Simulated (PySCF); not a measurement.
Cl3Ge, multiplicity 2. Atoms are numbered in the order given.

```xyz
4

Cl     1.7732    -1.0238    -0.2952
Ge     0.0000     0.0000     0.4704
Cl    -1.7732    -1.0238    -0.2952
Cl     0.0000     2.0475    -0.2952
```
Charge 0, spin multiplicity 2.

The structure is a stationary point at B3LYP-D3(BJ)/def2-SVP. The isomer is the one that the SMILES or the coordinates give; other isomers of the formula were not compared.

These are M06-2X/def2-TZVPD (PySCF) values and carry that method's errors.

Isolated molecule, no solvent.

Estimate the frontier levels, dipole moment and polarisability. (The exact figures need the calculation; the answer reports its results.)


The α spin, highest occupied and lowest empty level is -8.80 and -0.33 eV and the β spin, highest occupied and lowest empty level comes out as -10.78 and -4.05 eV. The dipole moment is 1.42 D. The quadrupole, principal values (traceless, Buckingham form, about the centre of nuclear charge) is -1.90, -1.90, 3.80 D·Å and the mean static polarisability comes out as 75.8 bohr³ (11.24 Å³). The polarisability, principal values comes out as 58.5, 84.5, 84.5 bohr³ and the ⟨S²⟩ is 0.754 (pure state 0.75).
